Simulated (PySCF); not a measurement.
H₁₈N₆Ru, SMILES [NH3]->[Ru+2](<-[NH3])(<-[NH3])(<-[NH3])(<-[NH3])<-[NH3], charge +2, multiplicity 1. Heavy atoms are numbered as in [Ru+2:1](<-[NH3:2])(<-[NH3:6])(<-[NH3:10])(<-[NH3:14])(<-[NH3:18])<-[NH3:22]. Hydrogens are named by the atom that carries them.

Geometry optimised at B3LYP-D3(BJ)/def2-SVP. The multiplicity is an assumed one; other spin states were not compared. The isomer is the one that the SMILES or the coordinates give; other isomers of the formula were not compared. The def2 effective core potentials stand for the cores of Ru; spin–orbit coupling is left out.

Level of theory: ωB97X/def2-SVP run with PySCF.

Atomic charges (e), one atom of each kind:

```csv
atom,Löwdin,Mulliken
Ru1,-0.63,0.10
N2 (NH3),0.11,-0.18
H on N2,0.11,0.17
```
